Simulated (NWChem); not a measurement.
System: SiNH₄Cl; SMILES N[SiH2]Cl

NWChem printed, in part:

```
             Northwest Computational Chemistry Package (NWChem) 7.3.0
             --------------------------------------------------------

 CS  symmetry detected

                             Geometry "geometry" -> ""
                             -------------------------

 Output coordinates in angstroms (scale by  1.889725989 to convert to a.u.)

  No.       Tag          Charge          X              Y              Z
 ---- ---------------- ---------- -------------- -------------- --------------
    1 Si                  14.0000     0.54426303    -0.50998537     0.00000000
    2 N                    7.0000    -0.62688346    -1.76602813     0.00000000
    3 Cl                  17.0000    -0.21050635     1.45070340     0.00000000
    4 H                    1.0000     1.34551167    -0.63030260    -1.23674781
    5 H                    1.0000     1.34551167    -0.63030260     1.23674781
    6 H                    1.0000    -1.17195682    -1.94968025     0.83458533
    7 H                    1.0000    -1.17195682    -1.94968025    -0.83458533

 Effective nuclear repulsion energy (a.u.)     148.3553532803

      Symmetry information
      --------------------

 Group name             Cs
 Group number              2
 Group order               2
 No. of unique centers     5

                                 NWChem DFT Module
                                 -----------------

 Summary of "ao basis" -> "ao basis" (spherical)
 ------------------------------------------------------------------------------
       Tag                 Description            Shells   Functions and Types
 ---------------- ------------------------------  ------  ---------------------
 Si                       aug-cc-pvtz               16       50   6s5p3d2f
 N                        aug-cc-pvtz               14       46   5s4p3d2f
 Cl                       aug-cc-pvtz               16       50   6s5p3d2f
 H                        aug-cc-pvtz                9       23   4s3p2d

      Symmetry analysis of basis
      --------------------------

        a'        142
        a"         96

            General Information
            -------------------
          SCF calculation type: DFT
          Wavefunction type:  closed shell.
          No. of atoms     :     7
          No. of electrons :    42
           Alpha electrons :    21
            Beta electrons :    21
          Charge           :     0
          Spin multiplicity:     1
          Use of symmetry is: on ; symmetry adaption is: on
          Maximum number of iterations: 150
          AO basis - number of functions:   238
                     number of shells:    82
          Convergence on energy requested:  1.00D-06
          Convergence on density requested:  1.00D-05
          Convergence on gradient requested:  5.00D-04

              XC Information
              --------------
                  TPSS metaGGA Exchange Functional  1.000
             TPSS03 metaGGA Correlation Functional  1.000

             Grid Information
             ----------------
          Grid used for XC integration:  medium
          Radial quadrature: Mura-Knowles
          Angular quadrature: Lebedev.
          Tag              B.-S. Rad. Rad. Pts. Rad. Cut. Ang. Pts.
          ---              ---------- --------- --------- ---------
          Si                  1.10       88          14.0       590
          N                   0.65       49          13.0       434
          Cl                  1.00       88          15.0       590
          H                   0.35       45          15.0       434
          Grid pruning is: on
          Number of quadrature shells:   315
          Spatial weights used:  Erf1

      Superposition of Atomic Density Guess
      -------------------------------------

 Sum of atomic energies:        -804.63732378

      Non-variational initial energy
      ------------------------------

 Total energy =    -805.655956
 1-e energy   =   -1406.133771
 2-e energy   =     452.122462
 HOMO         =      -0.371118
 LUMO         =       0.011637

      Symmetry analysis of molecular orbitals - initial
      -------------------------------------------------

  Numbering of irreducible representations:

     1 a'          2 a"

  Orbital symmetries:

     1 a'          2 a'          3 a'          4 a'          5 a'
     6 a"          7 a'          8 a'          9 a'         10 a"
    11 a'         12 a'         13 a'         14 a'         15 a"
    16 a'         17 a'         18 a"         19 a'         20 a"
    21 a'         22 a'         23 a'         24 a'         25 a"
    26 a'         27 a"         28 a"         29 a'         30 a'
    31 a'

------------------------------------------------------------
EAF file 0: "./job.aoints.0" size=1319108608 bytes
------------------------------------------------------------
               write      read    awrite     aread      wait
               -----      ----    ------     -----      ----
     calls:     2516         0         0         0         0
   data(b): 1.32e+09  0.00e+00  0.00e+00  0.00e+00
   time(s): 0.00e+00  0.00e+00  0.00e+00  0.00e+00  0.00e+00
rate(mb/s): 0.00e+00  0.00e+00
------------------------------------------------------------

     ---------------------------------------------
      Total Density - Mulliken Population Analysis
     ---------------------------------------------

    Atom       Charge   Shell Charges
 -----------   ------   -------------------------------------------------------
    1 Si  14    13.05   2.00  1.93  0.84  0.15 -0.08 -0.05  5.49  1.32  0.57  0.41  0.01  0.25  0.15  0.01  0.05 -0.00
    2 N    7     7.73   1.95  0.96  0.22  0.46  0.03  1.09  2.04  0.92  0.03  0.00  0.01  0.02  0.00  0.00
    3 Cl  17    17.51   2.00  1.88  1.19  0.20  0.70  0.02  5.82  3.05  1.11  1.49  0.03  0.00  0.01  0.02  0.00  0.00
    4 H    1     1.11   0.23  0.49  0.33  0.01  0.00  0.01  0.03  0.00  0.00
    5 H    1     1.11   0.23  0.49  0.33  0.01  0.00  0.01  0.03  0.00  0.00
    6 H    1     0.75   0.22  0.37  0.05 -0.00  0.01  0.05  0.02  0.01  0.02
    7 H    1     0.75   0.22  0.37  0.05 -0.00  0.01  0.05  0.02  0.01  0.02

   convergence    iter        energy       DeltaE   RMS-Dens  Diis-err
 ---------------- ----- ----------------- --------- --------- ---------
 d= 0,ls=0.0,diis     1   -806.9899226657 -9.55D+02  4.23D-03  6.00D-01
 d= 0,ls=0.0,diis     2   -806.9663948642  2.35D-02  1.96D-03  6.13D-01
 d= 0,ls=0.0,diis     3   -807.0287376303 -6.23D-02  5.92D-04  1.11D-01
 d= 0,ls=0.0,diis     4   -807.0398907473 -1.12D-02  1.88D-04  6.40D-03
 d= 0,ls=0.0,diis     5   -807.0407141791 -8.23D-04  4.34D-05  4.52D-04
  Resetting Diis
 d= 0,ls=0.0,diis     6   -807.0407709037 -5.67D-05  5.68D-06  4.45D-06
 d= 0,ls=0.0,diis     7   -807.0407713828 -4.79D-07  2.14D-06  2.12D-07

         Total DFT energy =     -807.040771382751
      One electron energy =    -1409.008006817761
           Coulomb energy =      511.282450414147
    Exchange-Corr. energy =      -57.670568259416
 Nuclear repulsion energy =      148.355353280279

 Numeric. integr. density =       42.000012284137

                  Occupations of the irreducible representations
                  ----------------------------------------------

                     irrep           alpha         beta
                     --------     --------     --------
                     a'               16.0         16.0
                     a"                5.0          5.0

                       DFT Final Molecular Orbital Analysis
                       ------------------------------------

 Vector   19  Occ=2.000000D+00  E=-2.880999D-01  Symmetry=a'
              MO Center= -1.4D-01,  1.0D+00, -2.2D-16, r^2= 2.3D+00
   Bfn.  Coefficient  Atom+Function         Bfn.  Coefficient  Atom+Function
  ----- ------------  ---------------      ----- ------------  ---------------
   106      0.500278  3 Cl px               112      0.307224  3 Cl px
   109      0.239195  3 Cl px                16     -0.118448  1 Si px
    59      0.098131  2 N  px                56      0.082209  2 N  px
   107      0.077709  3 Cl py               113      0.071029  3 Cl py
    52      0.066709  2 N  s                148     -0.057564  4 H  s

 Vector   20  Occ=2.000000D+00  E=-2.757855D-01  Symmetry=a"
              MO Center=  9.1D-02,  9.7D-01,  2.2D-13, r^2= 2.5D+00
   Bfn.  Coefficient  Atom+Function         Bfn.  Coefficient  Atom+Function
  ----- ------------  ---------------      ----- ------------  ---------------
   108      0.498299  3 Cl pz               114      0.311884  3 Cl pz
   111      0.237840  3 Cl pz                18     -0.140447  1 Si pz
    12     -0.129016  1 Si pz               148      0.112928  4 H  s
   171     -0.112928  5 H  s                147      0.074239  4 H  s
   170     -0.074239  5 H  s                 25      0.072575  1 Si d  1

 Vector   21  Occ=2.000000D+00  E=-2.481899D-01  Symmetry=a'
              MO Center= -4.8D-01, -1.3D+00, -4.2D-15, r^2= 2.5D+00
   Bfn.  Coefficient  Atom+Function         Bfn.  Coefficient  Atom+Function
  ----- ------------  ---------------      ----- ------------  ---------------
    60      0.302822  2 N  py                54     -0.246253  2 N  s
    57      0.246020  2 N  py                63      0.213930  2 N  py
   107      0.204687  3 Cl py                59     -0.195784  2 N  px
     5      0.176411  1 Si s                 56     -0.164869  2 N  px
    55     -0.162107  2 N  s                 62     -0.157757  2 N  px

[...]
```

Level: TPSS/aug-cc-pVTZ. Coordinates come from a B3LYP/6-31G* (spherical d) optimisation.

Which NWChem input produces such a log?

Several could match; the one computed here: the input that was run:
```
start job
memory heap 200 mb stack 900 mb global 1100 mb
geometry units angstroms noautoz
  Si     0.573183    -0.501757     0.045112
  N     -0.611084    -1.741851     0.139484
  Cl    -0.145806     1.425401    -0.382783
  H      1.500642    -0.836478    -1.056613
  H      1.234899    -0.398528     1.363255
  H     -1.245458    -1.776694     0.929251
  H     -1.066280    -2.072123    -0.703767
end
basis spherical
  * library aug-cc-pvtz
end
dft
  xc xtpss03 ctpss03
  iterations 150
  semidirect filesize 400000000
  mulliken
end
task dft energy
```
